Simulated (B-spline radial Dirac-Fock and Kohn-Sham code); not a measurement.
# The O atom: differential elastic cross section for electrons at 150 keV

Calculated with a radial B-spline solver, using relativistic (Dirac) partial waves in the static field of the Dirac-Fock atom with Furness-McCarthy exchange, without polarisation or absorption potentials.

```
θ (°)  dσ/dΩ (a₀²/sr)  Sherman function
    0            23.5             0.000
  0.5            16.0             0.000
    1            6.66             0.000
    2            1.02             0.000
    4          0.0808             0.000
    8         0.00626             0.000
   12         0.00135             0.000
   16        0.000441             0.000
   24        8.97e-05            -0.001
   32        2.89e-05            -0.002
   45        7.61e-06            -0.004
   60        2.51e-06            -0.007
   75        1.08e-06            -0.011
   90        5.56e-07            -0.014
  105        3.27e-07            -0.017
  120        2.14e-07            -0.018
  135        1.54e-07            -0.017
  150        1.22e-07            -0.013
  165        1.06e-07            -0.007
  180        1.01e-07             0.000
```

The total elastic cross section is 0.0244 a₀², the first transport cross section 3.24e-05 a₀² and the second, weighted with (3/2) sin²θ, 8.68e-05 a₀². The mean deflection is ⟨1 − cos θ⟩ = 0.00133, and 0.0064 % of the collisions scatter beyond 90°.

Phase shifts modulo π (rad) for κ = −1 to −5: 0.414, 0.326, 0.281, 0.252, 0.229.
